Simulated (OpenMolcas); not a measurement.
# Ru2+: moving or changing the point charges

Ru2+ among 6 point charges of -1 e arranged as an octahedron (Oh), 1.96 Å from the ion.
```
   1.9600    0.0000    0.0000  -1.00
   0.0000    1.9600    0.0000  -1.00
  -1.9600    0.0000    0.0000  -1.00
   0.0000   -1.9600    0.0000  -1.00
   0.0000    0.0000    1.9600  -1.00
   0.0000    0.0000   -1.9600  -1.00
```

| Property | Result |
| --- | --- |
| Program | OpenMolcas |
| Method | SS-CASPT2, IPEA 0.25 Eh, imaginary shift 0.1 Eh (closed shells correlated: 4s 4p) |
| Basis | ANO-RCC-VDZP [6s5p3d1f] |
| Scalar Hamiltonian | DKH2, point nucleus |
| Active space | 6 electrons in 5 orbitals (4d) |
| State averaging | 2S+1 = 5 even, 5 roots; 2S+1 = 3 even, 45 roots; 2S+1 = 1 even, 50 roots |
| Spin-orbit coupling | state interaction with AMFI integrals over the reference wave functions |

Runs around this geometry, states (labels of O, the rotations of Oh). Energies in cm-1 above the lowest state or level, χT in cm3 K/mol; under a threefold ground state the first gap can be a small split of the lowest multiplet, not the spin-orbit step.

```
R (Å)  q (e)  Ground state  First state of that spin  First gap with spin-orbit (degeneracies)  χT at 300 K  First state of another spin
 1.96   -0.8           5T2                   5E 6910                                390 (3, 2)        4.391                    3T1 12230
 1.86     -1           5T2                  5E 10670                                370 (3, 2)        4.286                     3T1 9270
 1.96     -1           5T2                   5E 8670                                390 (3, 2)        4.331                    3T1 10960
```

Taking the first state of the same spin as R^-n, n = -ln(8670 / 10670) / ln(1.96 / 1.86) = 4.0 between the shortest and longest distance.

Scaling the charges by -0.8 / -1 = 0.80 scales the first state of the same spin by 6910 / 8670 = 0.80; with fixed orbitals a first-order splitting would follow the charge.

Roots that are degenerate in the reference are averaged as groups; the widest CASPT2 spread within a group is 500 cm-1 (the 3-fold group of multiplicity 1 near 16200 cm-1 above the lowest state of its run, R = 1.86, q = -1). Shifts and gaps below about the spread of the groups concerned are not significant. An orbital triplet at a regular site is open to Jahn-Teller coupling, which can distort the site and quench the lowest spin-orbit gaps and is left out. Point charges give a weaker field than real ligands, and real ions of this kind are as a rule low spin; the high spin found here belongs to the model. Free-ion shares, where given, are those of the reference states; single-state CASPT2 does not remix them. This is an electrostatic model: the charges have no orbitals. No measured value stands beside these numbers.
